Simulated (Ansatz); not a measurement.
Input for Ansatz (development build ahead of 0.2.0):

```yaml
crystal:
  periodic: [false, false, false]
  atoms:
    - { symbol: C, position_ang: [1.84225, 0.0, 0.0] }
    - { symbol: C, position_ang: [1.30267, 1.30267, 0.0] }
    - { symbol: C, position_ang: [0.0, 1.84225, 0.0] }
    - { symbol: C, position_ang: [-1.30267, 1.30267, 0.0] }
    - { symbol: C, position_ang: [-1.84225, 0.0, 0.0] }
    - { symbol: C, position_ang: [-1.30267, -1.30267, 0.0] }
    - { symbol: C, position_ang: [0.0, -1.84225, 0.0] }
    - { symbol: C, position_ang: [1.30267, -1.30267, 0.0] }
    - { symbol: H, position_ang: [2.92725, 0.0, 0.0] }
    - { symbol: H, position_ang: [2.06988, 2.06988, 0.0] }
    - { symbol: H, position_ang: [0.0, 2.92725, 0.0] }
    - { symbol: H, position_ang: [-2.06988, 2.06988, 0.0] }
    - { symbol: H, position_ang: [-2.92725, 0.0, 0.0] }
    - { symbol: H, position_ang: [-2.06988, -2.06988, 0.0] }
    - { symbol: H, position_ang: [0.0, -2.92725, 0.0] }
    - { symbol: H, position_ang: [2.06988, -2.06988, 0.0] }
basis:
  gaussian: { orbitals: def2-TZVP }
magnetization:
  initial_magnetization: 2
hamiltonian:
  xc: hf
```

The input is written out in the form of the current development build from the run's settings.

Output:

* Converged: yes
* Total energy: -307.58713 hartree
* Spin squared of the determinant: 2.000
* Stability test: minimum among restricted orbitals

Caution: another spin multiplicity may lie lower.
